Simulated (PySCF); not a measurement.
`CCOC1=CC=CC=C1S`. Method used: PBE0-D3(BJ)/def2-SVP geometry optimisation, gas phase (PySCF 2.14.0).

```
atom  x, y, z in Å
C1    -2.4557    1.0947    1.0939
C2    -1.3090    0.1708    0.7686
O3    -0.5987    0.7216   -0.3165
C4     0.4828    0.0752   -0.8062
C5     0.9638   -1.1330   -0.2981
C6     2.0889   -1.7374   -0.8613
C7     2.7396   -1.1394   -1.9341
C8     2.2631    0.0671   -2.4451
C9     1.1403    0.6864   -1.8961
S10    0.5770    2.2114   -2.5791
H11   -3.0373    0.6986    1.9387
H12   -2.0837    2.0933    1.3660
H13   -3.1267    1.1991    0.2287
H14   -0.6362    0.0571    1.6388
H15   -1.6786   -0.8370    0.5026
H16    0.4619   -1.6112    0.5435
H17    2.4514   -2.6823   -0.4507
H18    3.6204   -1.6064   -2.3795
H19    2.7695    0.5428   -3.2888
H20   -0.4645    2.3474   -1.7336
```

Q: What is the repulsion energy of the bare nuclei, Σ ZA·ZB/RAB?

A: 586.56 Eh over 190 pairs, with full nuclear charges and distances in bohr; the largest single term is 28.81 Eh (C9 with S10).

Q: Work out the bond lengths C1–C2, C2–O3, C2–H14, C5–H16, C6–C7, C6–H17, C7–H18, C8–H19 in bohr.

A: For C1–C2 the difference vector is (1.1467, -0.9239, -0.3253) Å, of length 1.5081 Å. 1 bohr = 0.529177 Å. C1–C2 2.850; C2–O3 2.663; C2–H14 2.090; C5–H16 2.060; C6–C7 2.627; C6–H17 2.064; C7–H18 2.063; C8–H19 2.065 bohr.

Q: Give the dihedral angles H12–C1–C2–H14, C5–C4–C9–C8, H18–C7–C8–H19, H17–C6–C7–H18.

A: H12–C1–C2–H14 60° (synclinal); C5–C4–C9–C8 0° (synperiplanar); H18–C7–C8–H19 0° (synperiplanar); H17–C6–C7–H18 0° (synperiplanar). Dihedral signs follow IUPAC: positive where, seen along the central bond, the front bond turns clockwise onto the rear one.

Q: What are the angles H11–C1–H12, H12–C1–H13, C1–C2–H15, C2–O3–C4, O3–C4–C9, C4–C5–H16, C9–S10–H20?

A: From the scalar product of the two bond vectors; for H11–C1–H12 it is -0.3820 Å² over 1.0995 × 1.0998 Å², cos θ = -0.3159. H11–C1–H12 108.4°; H12–C1–H13 108.3°; C1–C2–H15 110.9°; C2–O3–C4 119.7°; O3–C4–C9 116.4°; C4–C5–H16 120.1°; C9–S10–H20 95.2°.

Q: How far are the heavy atoms from their best plane (unweighted least squares)?

A: 0.001 Å rms; none is more than 0.003 Å off.

The point group is Cs within 0.08 Å; differences among equivalent distances and angles are scatter left by the optimiser. PBE0-D3(BJ)/def2-SVP frequencies: not computed here. The numbers are those of one conformer.
